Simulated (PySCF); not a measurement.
A geometry optimisation on Sn(vinyl)2(NCO)2, `O=C=[N][Sn]([N]=C=O)([CH]=C)[CH]=C`.

Method: PBE0-D3(BJ)/def2-SVP geometry optimisation, gas phase, def2 core potentials past Kr (PySCF 2.14.0). Start geometry: GFN2-xTB. A driver script takes a list of jobs; this job's settings line and coordinates (Å) are shown.

Input:
```
{"job": {"xc": "PBE0", "basis": "def2-SVP", "d3": "d3bj", "grid": 1, "maxiter": 30, "shake": 0.03, "kind": "geom"}, "charge": 0, "multiplicity": 1}
Sn     0.233660    -0.362550     0.013630
C     -0.187460    -0.468480     2.135930
C     -1.157400     0.233200     2.740760
H      0.559610    -1.162840     2.640730
H     -1.731910     0.932760     2.221780
H     -1.278280     0.136970     3.820900
C      2.022120     0.022570    -1.146630
C      2.679920     1.191890    -1.244990
H      2.312110    -0.836270    -1.625350
H      2.309640     2.054830    -0.674190
H      3.490530     1.269160    -1.818410
N     -1.154030     1.140150    -0.494980
C     -1.905850     1.858210    -1.260620
O     -2.528030     2.550400    -1.840940
N     -0.514300    -2.017930    -0.858860
C     -1.255400    -2.821990    -1.109250
O     -1.923480    -3.720680    -1.439240
```

Task: What does the run print?

Result: 
```
step   0  E = -705.51874451  max force = 0.180681
step   1  E = -705.57408753  max force = 0.045935
step   2  E = -705.57973782  max force = 0.007632
step   3  E = -705.58037498  max force = 0.005137
step   4  E = -705.58088138  max force = 0.003530
step   5  E = -705.58104559  max force = 0.001868
step   6  E = -705.58121715  max force = 0.001973
step   7  E = -705.58127975  max force = 0.001607
step   8  E = -705.58133300  max force = 0.001175
step   9  E = -705.58141653  max force = 0.002069
step  10  E = -705.58151813  max force = 0.003877
step  11  E = -705.58167097  max force = 0.003510
step  12  E = -705.58188240  max force = 0.002279
step  13  E = -705.58195352  max force = 0.001004
step  14  E = -705.58199960  max force = 0.001538
step  15  E = -705.58203788  max force = 0.001750
step  16  E = -705.58208025  max force = 0.001406
step  17  E = -705.58211160  max force = 0.001426
step  18  E = -705.58213452  max force = 0.000988
step  19  E = -705.58214708  max force = 0.000388
optimisation converged
```

Energies in Eh; «max force» is the largest Cartesian gradient component in Eh/bohr.

Task: How much energy does the optimisation release, in kJ/mol?

Result: E(step 0) − E(last step) = 0.063403 Eh, which is 166.5 kJ/mol.

Task: Give the first gradient maximum in eV/Å.

Result: With 1 Eh/bohr = 51.422 eV/Å, 9.291 eV/Å.

Summary of the converged run: final energy -705.58215 Eh after 19 steps; dipole 5.32 D.

Task: Give the final coordinates.

Result: 0.418 Å rms from the input after alignment:
```
atom  x, y, z in Å
Sn1    0.2434   -0.3653    0.0111
C2    -0.0116   -0.8101    2.0623
C3    -0.9133   -0.1406    2.7834
H4     0.5964   -1.5993    2.5175
H5    -1.5333    0.6506    2.3471
H6    -1.0722   -0.3605    3.8456
C7     2.0644    0.2739   -0.8514
C8     2.2105    1.5213   -1.3022
H9     2.8843   -0.4483   -0.9314
H10    1.4072    2.2637   -1.2406
H11    3.1472    1.8570   -1.7627
N12   -1.0986    1.1273   -0.3069
C13   -1.7976    1.7656   -1.0505
O14   -2.4922    2.4208   -1.7268
N15   -0.3770   -1.9595   -1.0814
C16   -1.2425   -2.7162   -1.4376
O17   -2.0435   -3.4810   -1.8153
```

Hardware: an Arm Neoverse V1 with one thread, shared host with 32 logical CPUs at a one-minute load of 30. Cost: 10 min of wall time, 0.90 GiB resident at most.
Labels such as C1 count atoms from 1, the log's own numbers from 0.
